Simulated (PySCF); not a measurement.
**29Si chemical shifts**

How the numbers were obtained: shieldings: GIAO PBE0/pcSseg-1, coordinates at the GFN2-xTB level, in PySCF 2.14 (averaged over atoms made equivalent by symmetry, fast rotation or ring inversion, no solvent, no relativistic terms, single conformer).

Shieldings were converted by a linear fit to measured shifts: 29Si: δ = 279.94 − 0.822σ (rms 8.9 ppm, 72 shifts, 25.8 ppm with the 6 outliers that the fit left out vs TMS, solution or neat liquid). Occasional misses reach two or three times the rms, and more in compound classes unlike the fitted ones.

Task: Give the 29Si shifts of `F[SiH2][SiH2]O[SiH3]`, `CSC[Si@@H]([SiH2]F)C(F)F`.

Result: 
```tsv
compound	environment	δ (ppm)
[F:1][SiH2:2][SiH2:3][O:4][SiH3:5]	Si2: silicon bonded to F, Si, 2 H	-8.5
[F:1][SiH2:2][SiH2:3][O:4][SiH3:5]	Si3: silicon bonded to O, Si, 2 H	-37.5
[F:1][SiH2:2][SiH2:3][O:4][SiH3:5]	Si5: silicon bonded to O, 3 H	-39.7
[CH3:1][S:2][CH2:3][Si@@H:4]([SiH2:5][F:6])[CH:7]([F:8])[F:9]	Si5: silicon bonded to F, Si, 2 H	0.3
[CH3:1][S:2][CH2:3][Si@@H:4]([SiH2:5][F:6])[CH:7]([F:8])[F:9]	Si4: silicon bonded to 2 C, Si, H	-46.5
```

Task: Order these by 29Si shift, lowest first.
A. C#CC#CCS[SiH3]
B. C#CC1=CC[SiH2]S1
C. C=C1[SiH2][C@@H]1S(=O)(=O)O
D. C#CC(C#C)S[SiH3]

Result: C (-115.3 ppm, silicon bonded to 2 C, 2 H, in a 3-membered ring), D (-61.5 ppm, silicon bonded to S, 3 H), A (-53.1 ppm, silicon bonded to S, 3 H), B (-17.2 ppm, silicon bonded to C, S, 2 H, in a 5-membered ring).
